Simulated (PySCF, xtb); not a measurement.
C2H5ClFNSi, SMILES C=C[Si](N)(F)Cl.

xtb with GFN2-xTB at its own geometry gives an orbital gap of 4.57 eV and a dipole moment of 2.93 D.

Geometry: B3LYP-D3(BJ)/def2-SVP. The structure was generated by enumeration, and PubChem lists no compound with its InChIKey, so it may never have been made. The values are those of a single conformer.

Q: What does PySCF with PBE/def2-TZVP give? (Estimate from the structure and the level; the computed values follow.)

A: gap 4.76 eV (levels -6.71 and -1.94 eV), dipole 2.67 D.
